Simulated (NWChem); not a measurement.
Everything below was run with NWChem. System: H2INSn, charge 1, spin multiplicity 2, at the geometry of a parent with another charge or spin, in a state set for the comparison that need not be this species' ground state. Its SCF solution wasn't tested for a lower state. Level: UMP2/def2-TZVP with def2 effective core potentials on Sn, I, 9 core orbitals frozen.

Output (cleaned and shortened):

```
             Northwest Computational Chemistry Package (NWChem) 7.3.0
             --------------------------------------------------------

                                NWChem Input Module
                                -------------------

 Scaling coordinates for geometry "geometry" by  1.889725989
 (inverse scale =  0.529177249)

 Turning off AUTOSYM since
 SYMMETRY directive was detected!

                             Geometry "geometry" -> ""
                             -------------------------

 Output coordinates in angstroms (scale by  1.889725989 to convert to a.u.)

  No.       Tag          Charge          X              Y              Z
 ---- ---------------- ---------- -------------- -------------- --------------
    1 Sn                  50.0000    -0.91955200    -0.94874600     0.00000000
    2 I                   53.0000     0.74504800     1.29966800     0.00000000
    3 N                    7.0000     0.62492600    -2.29802600     0.00000000
    4 H                    1.0000     1.61851300    -2.04351300     0.00000000
    5 H                    1.0000     0.49706900    -3.31541600     0.00000000

 Effective nuclear repulsion energy (a.u.)     687.0033366012

            Nuclear Dipole moment (a.u.)
            ----------------------------
        X                 Y               Z
 ---------------- ---------------- ----------------
     0.0000151178    -0.0000132281     0.0000000000

      Symmetry information
      --------------------

 Group name             Cs
 Group number              2
 Group order               2
 No. of unique centers     5

      Symmetry unique atoms

     1    2    3    4    5


 Summary of "ao basis" -> "" (spherical)
 ------------------------------------------------------------------------------
       Tag                 Description            Shells   Functions and Types
 ---------------- ------------------------------  ------  ---------------------
 *                         def2-tzvp                  on all atoms

 Summary of "ao basis" -> "ao basis" (spherical)
 ------------------------------------------------------------------------------
       Tag                 Description            Shells   Functions and Types
 ---------------- ------------------------------  ------  ---------------------
 Sn                        def2-tzvp                16       50   6s5p3d2f
 I                         def2-tzvp                16       50   6s5p3d2f
 N                         def2-tzvp                11       31   5s3p2d1f
 H                         def2-tzvp                 4        6   3s1p

                                 NWChem SCF Module
                                 -----------------

  ao basis        = "ao basis"
  functions       =   143
  atoms           =     5
  alpha electrons =    28
  beta  electrons =    27
  charge          =   1.00
  wavefunction    = UHF
  use symmetry    = T
  symmetry adapt  = T

 Summary of "ao basis" -> "ao basis" (spherical)
 ------------------------------------------------------------------------------
       Tag                 Description            Shells   Functions and Types
 ---------------- ------------------------------  ------  ---------------------
 Sn                        def2-tzvp                16       50   6s5p3d2f
 I                         def2-tzvp                16       50   6s5p3d2f
 N                         def2-tzvp                11       31   5s3p2d1f
 H                         def2-tzvp                 4        6   3s1p

      Symmetry analysis of basis
      --------------------------

        a'         97
        a"         46

 Forming initial guess at       0.2s

   Symmetry analysis of molecular orbitals - initial alpha
   -------------------------------------------------------

  Numbering of irreducible representations:

     1 a'          2 a"

  Orbital symmetries:

     1 a'          2 a'          3 a'          4 a"          5 a'
     6 a'          7 a"          8 a'          9 a'         10 a'
    11 a"         12 a"         13 a'         14 a'         15 a'
    16 a"         17 a'         18 a"         19 a'         20 a'
    21 a'         22 a'         23 a'         24 a'         25 a"
[...]
  Mulliken analysis of the total density
  --------------------------------------

    Atom       Charge   Shell Charges
 -----------   ------   -------------------------------------------------------
    1 Sn  22    21.11   0.29 -0.78  1.54  0.94  1.18  0.69 -0.40  6.35  0.41  0.64  0.07  8.96  1.04  0.13  0.03  0.00
    2 I   25    25.20   0.19 -0.77  1.58  1.01  1.09  0.87 -0.49  6.44  1.29  2.93  1.01  9.23  0.76  0.06  0.00  0.00
    3 N    7     7.38   0.82  1.16  0.54  0.94  0.15  1.43  1.72  0.60  0.00  0.02  0.00
    4 H    1     0.65   0.24  0.36  0.02  0.03
    5 H    1     0.66   0.25  0.36  0.02  0.03

  Mulliken analysis of the alpha density
  --------------------------------------

    Atom       Charge   Shell Charges
 -----------   ------   -------------------------------------------------------
    1 Sn  22    10.53   0.14 -0.39  0.77  0.47  0.59  0.35 -0.20  3.17  0.20  0.30  0.03  4.48  0.52  0.06  0.02  0.00
    2 I   25    12.62   0.09 -0.38  0.79  0.50  0.54  0.44 -0.24  3.22  0.65  1.47  0.51  4.61  0.38  0.03  0.00  0.00
    3 N    7     4.25   0.41  0.58  0.29  0.49  0.07  0.92  1.10  0.38  0.00  0.01  0.00
    4 H    1     0.30   0.11  0.16  0.01  0.02
    5 H    1     0.30   0.12  0.16  0.01  0.02

   Mulliken analysis of the beta density
   -------------------------------------

    Atom       Charge   Shell Charges
 -----------   ------   -------------------------------------------------------
    1 Sn  22    10.57   0.14 -0.39  0.77  0.47  0.59  0.34 -0.20  3.18  0.21  0.33  0.04  4.48  0.52  0.06  0.01  0.00
    2 I   25    12.58   0.09 -0.38  0.79  0.50  0.54  0.44 -0.24  3.22  0.64  1.45  0.51  4.61  0.38  0.03  0.00  0.00
    3 N    7     3.13   0.41  0.58  0.26  0.45  0.08  0.51  0.62  0.22  0.00  0.01  0.00
    4 H    1     0.35   0.13  0.20  0.01  0.02
    5 H    1     0.36   0.13  0.20  0.01  0.02

   Mulliken analysis of the spin density
   -------------------------------------

    Atom       Charge   Shell Charges
 -----------   ------   -------------------------------------------------------
    1 Sn  22    -0.04   0.00 -0.00  0.00 -0.00  0.00  0.01  0.00 -0.00 -0.02 -0.03 -0.00  0.00 -0.00 -0.00  0.00  0.00
    2 I   25     0.03   0.00 -0.00  0.00 -0.00  0.00  0.00 -0.00  0.00  0.01  0.02 -0.00 -0.00  0.00 -0.00 -0.00 -0.00
    3 N    7     1.12   0.00 -0.00  0.03  0.03 -0.00  0.42  0.48  0.16 -0.00 -0.00 -0.00
    4 H    1    -0.05  -0.01 -0.04 -0.00  0.00
    5 H    1    -0.06  -0.01 -0.04 -0.00  0.00

       Multipole analysis of the density wrt the origin
       ------------------------------------------------

     L   x y z        total         alpha         beta         nuclear
     -   - - -        -----         -----         ----         -------
     0   0 0 0      1.000000    -28.000000    -27.000000     56.000000

     1   1 0 0      0.046186     -5.233784     -3.953458      9.233428
     1   0 1 0     -3.681062      9.575482      5.311569    -18.568113
     1   0 0 1     -0.000000      0.000000     -0.000000      0.000000

     2   2 0 0    -36.700901    -86.992151    -85.696565    135.987814
     2   1 1 0     -2.320815    -49.448489    -54.265655    101.393329
     2   1 0 1      0.000000     -0.000000      0.000000      0.000000
     2   0 2 0    -22.229140   -224.630639   -205.290605    407.692104
     2   0 1 1     -0.000000     -0.000000      0.000000      0.000000
     2   0 0 2    -39.297858    -20.418657    -18.879201      0.000000

                   NWChem MP2 Semi-direct Energy/Gradient Module
                   ---------------------------------------------

  Basis functions       =    143
  Molecular orbitals    =    143
  Frozen core           =      9
  Frozen virtuals       =      0
  Active alpha occupied =     19
  Active beta occupied  =     18
  Active alpha virtual  =    115
  Active beta virtual   =    116
  Use MO symmetry       = T
  Use skeleton AO sym   = T

  AO/Fock/Back tols     =   1.0D-09  1.0D-09  1.0D-09

 GA uses MA = F    GA memory limited = T

 Available:
  local mem=  1.26D+08
 global mem=  1.44D+08
 local disk=  0.00D+00
  mp2_memr nvloc                   115
  nvloc new                   115
   1 passes of  19:        5242880                     150922                  71947733.
   1 passes of  19: M    126136559           G      144138302           F     120893679.

 Semi-direct pass number   1 of   1  for UHF alpha       at       24.4s
  vrange nnbf                  9680
  mp2_eaftype                   274  avail_ma_in_mb                  1099
 EAF : mp2_eaftype filesize         274   35973867.
  mp2_eaf for mointskh                    274
Node 0 wrote    169.2 Mb in      0.1 s     Agg I/O rate:  2464.4 Mb/s
 Done moints_semi at       34.8s
  mp2_eaftype                   274  avail_ma_in_mb                   825
 EAF : mp2_eaftype filesize         274   35973867.
  mp2_eaf for kh                   274
 Done maket at       35.4s
 Done multipass loop at       35.4s

 GA uses MA = F    GA memory limited = T

 Available:
  local mem=  1.26D+08
 global mem=  1.44D+08
 local disk=  0.00D+00
  mp2_memr nvloc                   116
  nvloc new                   116
   1 passes of  18:        5242880                     146074                  68755269.
   1 passes of  18: M    126136559           G      144138302           F     120893679.

 Semi-direct pass number   1 of   1  for UHF beta        at       35.4s
  vrange nnbf                  9680
  mp2_eaftype                   262  avail_ma_in_mb                  1099
 EAF : mp2_eaftype filesize         262   34377635.
  mp2_eaf for mointskh                    262
Node 0 wrote    161.7 Mb in      0.1 s     Agg I/O rate:  2066.7 Mb/s
 Done moints_semi at       46.8s
  mp2_eaftype                   262  avail_ma_in_mb                   837
 EAF : mp2_eaftype filesize         262   34377635.
  mp2_eaf for kh                   262
 Done maket at       47.6s
 Done multipass loop at       47.6s

          -------------------------------------------
          SCF energy                -565.433153692027
          Correlation energy          -0.954327734670
          Singlet pairs                0.000000000000
          Triplet pairs                0.000000000000
          Total MP2 energy          -566.387481426697
          -------------------------------------------

          ---------------------------------------------------
                    Spin Component Scaled (SCS) MP2
          Same spin pairs                     -0.324204087930
          Same spin scaling factor             0.333333333333
          Opposite spin pairs                 -0.630123646741
          Opposite spin scaling fact.          1.200000000000
          SCS-MP2 correlation energy          -0.864216405399
          Total SCS-MP2 energy              -566.297370097425
          ---------------------------------------------------

 -----------------------
 Performance information
 -----------------------

 Timer overhead =  1.87D-07 seconds/call

               Nr. of calls         CPU time (s)                 Wall time (s)                GFlops
             ---------------    -------------------     ------------------------------   -------------------
Name         Min   Avg   Max    Min     Avg     Max     Min     Avg     Max   Mx/calls   Min     Max     Sum
mp2: moin     2     2     2    22.     22.     22.      22.     22.     22.     11.      0.0     0.0     0.0
mp2: make     2     2     2    1.4     1.4     1.4      1.4     1.4     1.4    0.70      0.0     0.0     0.0
mp2: tota     1     1     1    23.     23.     23.      23.     23.     23.     23.      0.0     0.0     0.0

 The average no. of pstat calls per process was 5.00D+00
 with a timing overhead of 9.35D-07s

 Task  times  cpu:       47.6s     wall:       47.6s

 Total times  cpu:       47.6s     wall:       47.6s
```

Q: Write an NWChem input that would produce this output.

A: Several could match; the one computed here: 
```
start mol
memory heap 200 mb stack 900 mb global 1100 mb
charge 1
geometry units angstroms nocenter noautoz
  Sn    -0.919552    -0.948746     0.000000
  I      0.745048     1.299668     0.000000
  N      0.624926    -2.298026     0.000000
  H      1.618513    -2.043513     0.000000
  H      0.497069    -3.315416     0.000000
  symmetry group Cs
end
basis spherical
  * library def2-tzvp
end
ecp
  Sn library def2-ecp
  I library def2-ecp
end
scf
  uhf
  nopen 1
  maxiter 100
  thresh 1e-7
  semidirect memsize 60000000 filesize 0
  # guess.movecs holds the orbitals of an unrestricted PBE0 run
  vectors input guess.movecs output mol.movecs
end
mp2
  freeze core 9
end
task mp2 energy
```
